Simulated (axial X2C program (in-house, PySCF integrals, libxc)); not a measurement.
# Curves of FSmF from open-shell CI on f6 s0

Calculated with an in-house all-electron X2C program for linear molecules (integrals from PySCF): two-component X2C with atomic mean-field Coulomb and Gaunt terms, basis F dyall-av3z, Sm dyall-v3z (cores contracted in-house). Orbitals come from Hartree–Fock averaged over the configuration Sm f6 s0; CI then distributes these electrons over the f, s shells of Sm.

Scan along the symmetric stretch (R is each bond); masses F 18.998 u, Sm 151.920 u, F 18.998 u. Energies in cm⁻¹ from the lowest point; levels are followed by energy order within each Ω. Lowest level at 2.215 Å: 100% f6.

```
R (Å)  (1)Ω=0  (1)Ω=1  (1)Ω=2  (1)Ω=3  (2)Ω=0
2.060    3163    3267    3588    4164    5211
2.137     667     778    1120    1747    2458
2.215       0     115     475    1141    1601
2.304     873     993    1368    2065    2312
2.392    2920    3043    3431    4149    4236
2.492    6175    6302    6702    7434    7379
2.614   10936   11068   11480   12221   12030
```

(1) Fit the curves (1)Ω=0, (1)Ω=1, (1)Ω=2, (1)Ω=3, (2)Ω=0 near their minima.

The 5 lowest curves are shown; the next is (2)Ω=1, from 1712 cm⁻¹.

Dynamic correlation is missing, so gaps between terms are too wide and other configurations may lie lower; the lowest level listed is that of this model, not necessarily the ground state. At most 4 roots were kept for each Ω > 0 (twice that for Ω = 0) within 2.2 eV of the lowest, so higher up levels can be missing between those listed; levels with Ω > 0 are doubly degenerate and listed once, Ω = 0 levels singly. States that fill the shells left empty in the average are placed too high. The molecule was held linear; bending was not examined.

## Answers

(1) From the open-shell CI curves, Te from the lowest:

```json
{"level": "(1)Ω=0", "Te (cm⁻¹)": "0", "Re (Å)": "2.210", "ωe (cm⁻¹)": "447.9"}
{"level": "(1)Ω=1", "Te (cm⁻¹)": "115", "Re (Å)": "2.210", "ωe (cm⁻¹)": "447.9"}
{"level": "(1)Ω=2", "Te (cm⁻¹)": "474", "Re (Å)": "2.209", "ωe (cm⁻¹)": "448.2"}
{"level": "(1)Ω=3", "Te (cm⁻¹)": "1136", "Re (Å)": "2.207", "ωe (cm⁻¹)": "448.3"}
{"level": "(2)Ω=0", "Te (cm⁻¹)": "1602", "Re (Å)": "2.219", "ωe (cm⁻¹)": "446.3"}
```

Without dynamic correlation distances can be off by several hundredths of an Å (long for ionic bonds, short for multiple bonds) and the wavenumbers are rough.
